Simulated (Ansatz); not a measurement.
Consider the isomerisation: `C=C(S)O[SiH3]` → `C[Si]1(S)CO1`.

Computed with Ansatz on PBE0-D4/def2-TZVP structures; ΔE is electronic, products minus reactants. CBS: MP2 limit from def2 TZ/QZ plus the TZ coupled-cluster correction, frozen cores. Functionals use def2-TZVPP. B3LYP here is the variant with VWN-RPA as its local correlation; programs differ in this. One conformer a species, not always the lowest.

```csv
level,ΔE (kJ/mol),difference from CCSD(T)/CBS
r2SCAN-D4,-104.7,-8.7
B3LYP-D4,-82.3,13.7
ωB97X-V,-99.1,-3.1
ωB97M-V,-99.0,-3.0
B3LYP,-84.7,11.3
MP2/def2-TZVPP,-102.2,-6.2
HF/def2-QZVPP,-64.8,31.2
SCS-MP2/def2-QZVPP,-93.3,2.7
HF/CBS(def2),-64.9,31.1
MP2/CBS(def2),-106.1,-10.1
CCSD(T)/CBS,-96.0,0
```

Largest T1 diagnostic among the species: 0.013.

In def2-TZVPP, CCSD(T) changes the Hartree–Fock value by −27.5 kJ/mol (the triples alone add −0.6 kJ/mol) and MP2 by −37.6 kJ/mol.

CCSD(T)/CBS has its own doubt, a few kJ/mol and more with outer-core shells, so smaller differences from it don't rank the levels.
